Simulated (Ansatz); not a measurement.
Harmonic frequencies (cm⁻¹) at PBE0-D4/def2-TZVP from Ansatz: 88, 107, 146, 264, 365, 382, 384, 463, 535, 670, 749, 1539, 3544, 3637, 3998.

Each molecule was computed in one conformer, which needn't be the lowest.

(1) Which molecule is it?
A. `[F][Sc]([F])[O][SiH3]`
B. `[OH][Sc]([OH])[OH]`
C. `C[O][Sc]([Cl])[Cl]`
D. `[NH2][Sc]([OH])[Cl]`

## Answers

(1) D.
